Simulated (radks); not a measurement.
Problem. Coherent X-ray form factor from a spherical all-electron density. All-electron calculation, Dirac Kohn-Sham, BLYP, spin-unpolarised, spherical densities, finite nucleus; Fermi nuclear charge, rms radius of each element as measured or else 0.836 A^(1/3) + 0.57 fm. Program: a radial shooting solver on a logarithmic mesh with Libxc functionals.

| sin(theta)/lambda (1/angstrom) | f0 (electrons) |
|---|---|
| 0.05 | 69.994 |
| 0.1 | 67.433 |
| 0.15 | 64.168 |
| 0.2 | 60.741 |
| 0.25 | 57.331 |
| 0.3 | 53.985 |
| 0.4 | 47.677 |
| 0.5 | 42.142 |
| 0.6 | 37.430 |
| 0.8 | 29.977 |
| 1 | 24.513 |
| 1.25 | 19.893 |
| 1.5 | 17.013 |
| 2 | 13.474 |

The species is in the configuration that NIST lists as its ground one. Which atom or ion scatters so?

Solution. The hafnium ion Hf+, [Xe] 4f14 5d1 6s2. Extrapolating in s^2 from the first two rows gives f0(0) = 70.8, near the electron count 71; among species with that count, the fall with angle is slower the higher Z, and the table is that of Z = 72; from so few rows the species is fixed only to a neighbour or two.
